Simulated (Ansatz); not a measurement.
CH$_{5}$BrGe (`[GeH3][CH2]Br`). The species carries charge 0 and has multiplicity 1.

```xyz
8

Ge   -0.016   -0.672    0.722
C     0.215    0.690   -0.672
Br   -1.459    1.007   -1.603
H    -0.484   -1.979    0.071
H    -1.056   -0.177    1.735
H     1.337   -0.891    1.425
H     0.526    1.645   -0.254
H     0.936    0.377   -1.425
```

What are the harmonic wavenumbers in cm⁻¹ at PBE0-D4/def2-TZVP (Ansatz, finite differences of forces, unscaled)? (Best estimate.)

The calculation gave: 130, 131, 469, 482, 637, 686, 773, 828, 879, 881, 1084, 1153, 1423, 2143, 2174, 2179, 3112, 3183.

Is this a minimum?

Yes, all 18 modes are real.

Give the ideal-gas thermochemistry at 298.15 K and 1 bar (rigid rotor, harmonic oscillator; point group Cs, symmetry number 1).

Zero-point energy 133.7 kJ/mol; H(298) − E = 150.0 kJ/mol; entropy 322.5 J/(mol·K), of which translation 172.9, rotation 112.4, vibration 37.2; G(298) − E = 53.8 kJ/mol.

Rotational constants (cm⁻¹)?

0.6338, 0.04102, 0.03939.
